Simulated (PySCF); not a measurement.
Molecule: SMILES Cl[Si](Cl)(Cl)Cl, Cl$_{4}$Si.

Molfile (atoms numbered from 1):
```
Cl4Si
     RDKit          3D

  5  4  0  0  0  0  0  0  0  0999 V2000
   -1.1749   -1.1835   -1.1667 Cl  0  0  0  0  0  0  0  0  0  0  0  0
    0.0034    0.0011   -0.0069 Si  0  0  0  0  0  4  0  0  0  0  0  0
   -0.7406    1.8943    0.0048 Cl  0  0  0  0  0  0  0  0  0  0  0  0
    0.0354   -0.7268    1.8924 Cl  0  0  0  0  0  0  0  0  0  0  0  0
    1.8939    0.0206   -0.7579 Cl  0  0  0  0  0  0  0  0  0  0  0  0
  1  2  1  0
  2  3  1  0
  2  4  1  0
  2  5  1  0
M  END
```

Geometry PBE0-D3(BJ)/def2-SVP throughout; GIAO in PySCF 2.14, gas phase, one conformer, non-relativistic; equivalent atoms averaged; basis pcSseg-2.

Q: How do the shifts δ (against HCl, TMS at the same level) depend on the functional? (ppm; last column core-seconds on shared hosts with different chips, so compare them loosely)

A: 
| functional | kind | Cl1/Cl3/Cl4/Cl5 | Si2 | core-s |
| --- | --- | --- | --- | --- |
| HF | Hartree–Fock | 100.0 | 1.5 | 11 |
| LDA | LDA | 263.4 | 12.6 | 15 |
| PBE | GGA | 221.3 | 7.7 | 20 |
| BLYP | GGA | 214.7 | 7.3 | 19 |
| BP86 | GGA | 219.0 | 8.0 | 19 |
| OPBE | GGA | 195.0 | 3.4 | 20 |
| KT2 | GGA | 219.5 | 7.4 | 20 |
| KT3 | GGA | 192.3 | 3.1 | 20 |
| B97-D | GGA | 193.2 | 3.9 | 19 |
| B3LYP | global hybrid | 188.8 | 9.3 | 19 |
| PBE0 | global hybrid | 186.6 | 9.7 | 19 |
| mPW1PW91 | global hybrid | 183.2 | 9.7 | 19 |
| WP04 | global hybrid | 152.3 | 4.8 | 17 |
| B97-2 | global hybrid | 174.1 | 6.8 | 12 |
| BHandHLYP | global hybrid | 153.8 | 8.4 | 17 |
| CAM-B3LYP | range-separated hybrid | 178.4 | 13.1 | 23 |
| wB97X-D | range-separated hybrid | 173.0 | 12.7 | 23 |
| LC-wPBE | range-separated hybrid | 158.9 | 16.2 | 27 |

Q: Which nucleus moves most, in ppm?

A: Cl1/Cl3/Cl4/Cl5 (chlorine bonded to Si): from 100.0 ppm with HF to 263.4 ppm with LDA. The smallest spread is 14.7 ppm, at Si2.
